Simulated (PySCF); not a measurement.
Isomers of C3H6Ge, mass 115.968 u with the commonest isotopes. Computed with PySCF, PBE0-D3(BJ)/def2-SVP geometry optimisation, gas phase. One conformer each, none proved a minimum here; rigid rotors.

Question: Order these by rotational constant B, largest first.
A. `C#C[CH2][GeH3]`
B. `CC#[C][GeH3]`
C. `C#[C][GeH2][CH3]`

Answer: C (2900 MHz), A (2117 MHz), B (1456 MHz).

Question: Order these by rotational constant A, largest first.
A. `C#C[CH2][GeH3]`
B. `C#[C][GeH2][CH3]`
C. `CC#[C][GeH3]`

Answer: C (52896 MHz), A (16253 MHz), B (10649 MHz).

Question: Order these by radius of gyration √(Σ m r²/M), largest first.
A. `CC#[C][GeH3]`
B. `[CH2](C#C)[GeH3]`
C. `C#[C][GeH2][CH3]`

Answer: A (1.742 Å), B (1.512 Å), C (1.368 Å).

```tsv
SMILES	point group	Ia (u·Å²)	Ib (u·Å²)	Ic (u·Å²)	κ	μa (D)	μb (D)	μc (D)
CC#[C][GeH3]	C3v	9.55	347.04	347.04	-1.00	1.15	0.00	0.00
C#C[CH2][GeH3]	Cs	31.10	238.68	260.22	-0.98	0.40	0.51	0.00
C#[C][GeH2][CH3]	Cs	47.46	174.26	212.14	-0.87	0.48	0.64	0.00
```
